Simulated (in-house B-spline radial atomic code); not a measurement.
Configurations of Gd+, with energies counted from [Xe] 4f7 5d1 6s1. Level of theory: scalar-relativistic (X2C) PBE0, spin-polarised, spherical fractional occupations, Fermi nucleus of rms radius 5.1569 fm; calculated with a radial B-spline atomic code at the basis-set limit. Shells without spins written out take the highest spin.

Caution: exact exchange at fractional occupations of open shells leaves self-interaction of up to several eV.

Occupations are held fixed; configurations that lie above the ionisation limit could autoionise.

| configuration | E - E(ref) (eV) | highest orbital | its <r> (bohr) |
| --- | --- | --- | --- |
| [Xe] 4f(0 up, 7 down) 5d(1 up, 0 down) 6s(0 up, 1 down) | 1.2263 | 5d up | 2.687 |
| [Xe] 4f7 5d1 7p1 | 8.0333 | 7p up | 9.248 |
| [Xe] 4f7 5d1 5f1 | 9.0041 | 5f up | 8.81 |
| [Xe] 4f(2 up, 5 down) 5d(0 up, 1 down) 6s(1 up, 0 down) | 19.502 | 5d down | 2.552 |
| [Xe] 4f(5 up, 1 down) 5d(1 up, 1 down) 6s(1 up, 0 down) | 25.886 | 5d down | 2.43 |
| [Kr] 4d10 4f8 5s2 5p5 5d1 6s1 | 26.15 | 4f down | 1.011 |
| [Xe] 4f(2 up, 5 down) 5d(1 up, 0 down) 7d(1 up, 0 down) | 28.84 | 7d up | 13.27 |
| [Kr] 4d10 4f7 5s2 5p5 5d1 6s1 6d1 | 33.453 | 6d up | 6.817 |

(1) Order these further configurations by energy, lowest first.
A. [Xe] 4f(3 up, 3 down) 5d(1 up, 0 down) 5f(1 up, 0 down) 6s(0 up, 1 down)
B. [Kr] 4d9 4f7 5s2 5p6 5d2 6s1
C. [Kr] 4d10 4f7 5s2 5p5 5d1 6s1 6p1
D. [Kr] 4d10 4f(2 up, 5 down) 5s2 5p(3 up, 2 down) 5d(1 up, 0 down) 6s(1 up, 0 down) 6d(1 up, 0 down)
E. [Kr] 4d10 4f7 5s2 5p5 5d1 6s1 7p1

(2) How far above the reference does [Kr] 4d9 4f7 5s2 5p6 5d1 6s1 7d1 lie?

(3) How far above the reference does [Xe] 4f7 5d1 7s1 lie?

(4) How far above the reference does [Xe] 4f7 5f1 6s1 lie?

Results:

(1) C (28.739 eV), E (33.85 eV), A (43.65 eV), D (55.274 eV), B (147.99 eV).

(2) 159.42 eV; its least bound orbital is 7d up with <r> = 12.36 bohr.

(3) 6.6848 eV; its least bound orbital is 7s up with <r> = 7.582 bohr.

(4) 8.7457 eV; its least bound orbital is 5f up with <r> = 8.31 bohr.
